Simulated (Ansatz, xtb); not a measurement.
**Relative energy of two isomers of C5H10ClF**

Structure I: `CCC(F)(Cl)CC`, a singlet. Structure II: `CCC[C@](C)(F)Cl`, a singlet. Both are isolated molecules in the gas phase, relaxed with B3LYP-D3(BJ)/def2-SVP, each in the lowest conformer that the search found.

I (Å):

```yaml
atoms:
  - { symbol: C, position_ang: [-1.1511, 1.1958, 1.8367] }
  - { symbol: C, position_ang: [-1.2215, 0.0295, 0.8558] }
  - { symbol: C, position_ang: [0.1215, -0.3885, 0.2697] }
  - { symbol: C, position_ang: [0.0537, -1.6227, -0.6214] }
  - { symbol: C, position_ang: [1.4059, -2.1162, -1.1270] }
  - { symbol: Cl, position_ang: [0.8227, 1.0093, -0.6881] }
  - { symbol: F, position_ang: [0.9951, -0.6368, 1.3014] }
  - { symbol: H, position_ang: [-2.1462, 1.4053, 2.2571] }
  - { symbol: H, position_ang: [-0.7860, 2.1062, 1.3401] }
  - { symbol: H, position_ang: [-0.4678, 0.9641, 2.6667] }
  - { symbol: H, position_ang: [-1.8992, 0.2570, 0.0183] }
  - { symbol: H, position_ang: [-1.6266, -0.8644, 1.3612] }
  - { symbol: H, position_ang: [-0.6239, -1.3973, -1.4595] }
  - { symbol: H, position_ang: [-0.4335, -2.4089, -0.0189] }
  - { symbol: H, position_ang: [1.8882, -1.3600, -1.7629] }
  - { symbol: H, position_ang: [2.0797, -2.3321, -0.2851] }
  - { symbol: H, position_ang: [1.2832, -3.0376, -1.7158] }
```

II (Å):

```yaml
atoms:
  - { symbol: C, position_ang: [-1.1932, -0.6587, 2.5778] }
  - { symbol: C, position_ang: [-1.1658, -0.2509, 1.1063] }
  - { symbol: C, position_ang: [0.1056, -0.7144, 0.3967] }
  - { symbol: C, position_ang: [0.2185, -0.2946, -1.0625] }
  - { symbol: C, position_ang: [1.5307, -0.6630, -1.7235] }
  - { symbol: Cl, position_ang: [-1.1431, -1.0502, -2.0276] }
  - { symbol: F, position_ang: [0.0575, 1.0668, -1.1478] }
  - { symbol: H, position_ang: [-1.1424, -1.7545, 2.6917] }
  - { symbol: H, position_ang: [-0.3417, -0.2295, 3.1319] }
  - { symbol: H, position_ang: [-2.1167, -0.3158, 3.0696] }
  - { symbol: H, position_ang: [-2.0395, -0.6678, 0.5808] }
  - { symbol: H, position_ang: [-1.2428, 0.8442, 1.0135] }
  - { symbol: H, position_ang: [0.1996, -1.8112, 0.4449] }
  - { symbol: H, position_ang: [0.9904, -0.2960, 0.9095] }
  - { symbol: H, position_ang: [1.5333, -0.3159, -2.7655] }
  - { symbol: H, position_ang: [2.3564, -0.1765, -1.1812] }
  - { symbol: H, position_ang: [1.6804, -1.7508, -1.7070] }
```

Energies in hartree; the thermal terms are from GFN2-xTB frequencies at re-optimised GFN2-xTB minima (ideal gas, soft modes damped towards free rotors, one conformer each, 298.15 K, 1 atm) and include the zero-point energy:

```
                              I           II
E, CCSD(T)/def2-SVP  −754.889151  −754.887994
    E, MP2/def2-SVP  −754.781971  −754.780692
  E, MP2/def2-TZVPP  −755.551578  −755.551134
  zero-point energy     0.140772     0.140651
       H(298 K) − E     0.150602     0.150513
       G(298 K) − E     0.107218     0.106834
```

Question: Correct the CCSD(T) difference for the basis set by the MP2 change, then work out ΔE, ΔE₀, ΔH and ΔG for I → II in kcal/mol (1 Eh = 627.51 kcal/mol) and the equilibrium ratio [II]/[I].

Answer: 1. Differences II − I: CCSD(T) +0.001157, MP2 in the small set +0.001279, MP2 in the large set +0.000444 Eh.
2. ΔE = +0.001157 + (+0.000444 − (+0.001279)) = +0.000322 Eh = +0.20 kcal/mol.
3. ΔE₀ = ΔE + ΔZPE = +0.000322 + (−0.000121) Eh = +0.13 kcal/mol.
4. ΔH = ΔE + (−0.000089) Eh = +0.15 kcal/mol.
5. ΔG = ΔE + (−0.000384) Eh = −0.04 kcal/mol, so ΔS = (ΔH − ΔG)/T = +2.6 J/(mol K).
6. kT = 0.9442 mEh, so K = [II]/[I] = exp(−ΔG/kT) = exp(+0.07) ≈ 1.1.

The two are too close for this level to say which is favoured. An error of 1 kcal/mol in ΔG would change K by a factor of 5.4. Mirror images and further conformers aren't counted.

As drawn, both hold the same kinds of bond in the same numbers.

Other levels gave ΔE = −0.6 (GFN2-xTB); −0.3 (HF/STO-3G, GFN2-xTB geometries); +0.9 (r2SCAN-D4/def2-SVP, GFN2-xTB geometries); +0.9 (B3LYP-D3(BJ)/def2-SVP); +0.1 (HF/def2-SVP); +0.8 (MP2/def2-SVP); +0.7 (CCSD(T)/def2-SVP) kcal/mol. The correlated steps freeze 11 core orbitals. Programs: Ansatz 0.2.0, xtb 6.7.1.
